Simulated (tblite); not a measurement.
Species: C6H13NOSi.
Numbering: `[CH3:1][C:2](=[O:3])[N:4]([CH3:5])[SiH2:6][CH:7]1[CH2:8][CH2:9]1` (hydrogens: H10, H11, H12 on C1; H13, H14, H15 on C5; H16, H17 on Si6; H18 on C7; H19, H20 on C8; H21, H22 on C9)

The geometry is computed with GFN2-xTB (gas phase).

Task: What internal coordinates does the optimisation give?

Result: 
```
                  bond  length (Å)   order
                 C1–C2       1.501  single
                 C2=O3       1.229  double
                 C2–N4       1.335  single
                 N4–C5       1.436  single
                N4–Si6       1.778  single
                Si6–C7       1.876  single
          C7–C8, C7–C9       1.504  single
                 C8–C9       1.490  single
C1–H10, C1–H11, C1–H12       1.088  single
C5–H13, C5–H14, C5–H15       1.091  single
               Si6–H16       1.457  single
               Si6–H17       1.477  single
                C7–H18       1.081  single
        C8–H19, C9–H21       1.080  single
        C8–H20, C9–H22       1.080  single
```

Bonds in one row agree within 0.01 Å and their mean is given. Orders are formal, as drawn. A selection of angles:
```
      angle  degrees
  C2–C1–H10    109.5
 H10–C1–H11    109.5
 H11–C1–H12    108.3
   C1–C2–O3    123.5
   C1–C2–N4    120.4
   O3–C2–N4    116.0
   C2–N4–C5    124.2
  C2–N4–Si6    106.7
  C5–N4–Si6    129.1
  N4–C5–H13    108.5
  N4–C5–H14    111.2
 H13–C5–H14    108.8
  N4–Si6–C7    113.0
 N4–Si6–H16    110.5
 N4–Si6–H17     99.0
 C7–Si6–H16    116.1
 C7–Si6–H17    107.8
H16–Si6–H17    108.9
  Si6–C7–C8    118.2
  Si6–C7–C9    119.9
 Si6–C7–H18    116.4
   C8–C7–C9     59.4
  C8–C7–H18    115.2
   C7–C8–C9     60.4
  C7–C8–H19    118.0
  C7–C8–H20    118.3
  C9–C8–H19    118.1
  C9–C8–H20    118.5
 H19–C8–H20    113.6
  C8–C9–H22    118.4
```

Dihedral angles: C1–C2–N4–C5 -1° (synperiplanar); C2–N4–Si6–C7 -69° (synclinal); N4–Si6–C7–C8 -153° (antiperiplanar); Si6–C7–C8–C9 110° (anticlinal); Si6–C7–C9–C8 -107° (anticlinal). The mirror-image conformer, all signs reversed, is as good.

Si6 and O3 aren't drawn bonded (3 bonds apart) but lie 2.46 Å from each other; Cordero's covalent radii sum to 1.77 Å. Si6 (SiH2 silicon) is distorted tetrahedral (angles from 99.0° to 116.1°). N4 (amide nitrogen) is planar (angles 129.1°, 124.2° and 106.7°, sum 360.0°, 0.02 Å off the plane of its three neighbours). Of the pairs four or more bonds apart, those above aside, O3···C7 is among the closest relative to their van der Waals radii: 2.97 Å, 92 % of the sum of Bondi's values. The C–N distances run from 1.335 Å (C2–N4, drawn single) to 1.436 Å (N4–C5, drawn single), a spread of 0.101 Å. The 3-membered ring C7–C8–C9 has internal angles of 59.4° to 60.4°.

Point group: C1 (no symmetry element, even within 0.4 Å). Its GFN2-xTB frequencies are all real (lowest 28 cm⁻¹). One conformer, not necessarily the lowest.
